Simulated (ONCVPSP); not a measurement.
## Configuration tests for Si (Z = 14) (ONCV)

ONCVPSP 4.0.1 input, shortened (lines: element, Z, core and valence counts, functional; n l f; lmax; l rc ep ncon nbas qcut; lloc lpopt rc5 dvloc0; l nproj debl; icmod fcfact rcfact), revPBE, scalar-relativistic:

```
  Si 14.00    1    4  -102130      upf
    1    0    2.00
    2    0    2.00
    2    1    6.00
    3    0    2.00
    3    1    2.00
    2
    0    1.10    0.00    4    7    8.80
    1    1.05    0.00    4    8   16.00
    2    1.05    0.26    4    7    8.60
    4    5    1.00    0.00
    0    2    1.00
    1    2    1.00
    2    2    2.20
    2    0.45    0.70
```

Energies are relative to the spin-unpolarised reference configuration 2s2 2p6 3s2 3p2; without spin polarisation the order of configurations can differ from experiment.

| valence configuration | charge | ΔE all-electron (eV) | error AE − PS (meV) |
| --- | --- | --- | --- |
| 2s2 2p6 3s2 3p0 | +2 | 23.688 | +2.5 |
| 2s2 2p6 3s1 3p0 | +3 | 57.566 | +0.8 |
| 2s2 2p6 3s1 3p3 | 0 | 6.799 | -0.7 |

**Question.** What are ΔE and the potential's error for 2s2 2p6 3s2 3p1?

**Answer.** ΔE = 7.722 eV all-electron; the error (AE − PS) is +0.3 meV.
